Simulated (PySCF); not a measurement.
C7H13O, SMILES [CH2]C(=O)CCCCC, doublet (GFN2-xTB optimised geometry):

```
21

C      0.187    -4.594    -2.513
C     -0.267    -3.252    -2.414
O     -1.024    -2.753    -3.245
C      0.248    -2.470    -1.217
C     -0.255    -1.032    -1.208
C      0.253    -0.252     0.000
C     -0.248     1.190     0.000
C      0.259     1.967     1.209
H      0.854    -5.017    -1.783
H     -0.125    -5.202    -3.344
H      1.341    -2.491    -1.235
H     -0.071    -2.990    -0.309
H      0.066    -0.540    -2.129
H     -1.347    -1.040    -1.214
H     -0.077    -0.747     0.917
H      1.346    -0.252     0.000
H      0.082     1.686    -0.916
H     -1.341     1.191     0.000
H      1.347     1.994     1.216
H     -0.077     1.500     2.132
H     -0.109     2.990     1.188
```

Level of theory: PySCF 2.14.0 with unrestricted B3LYP/def2-SVP.

Q: What are the frontier orbital energies (α orbitals alone; a β orbital can be the lowest empty one) and the dipole moment?

A: HOMO-2 -8.75 eV, HOMO-1 -7.15 eV, HOMO -7.06 eV, LUMO 0.36 eV, LUMO+1 1.47 eV; dipole moment 2.65 D.

Meta-Löwdin charges at B3LYP/def2-SVP: C1 -0.18, C2 0.32, O3 -0.39, C4 -0.20, C5 -0.15, C6 -0.15, C7 -0.15, C8 -0.28, H9 0.11, H10 0.12, H11 0.10, H12 0.10, H13 0.09, H14 0.09, H15 0.08, H16 0.07, H17 0.08, H18 0.08, H19 0.09, H20 0.09, H21 0.09.
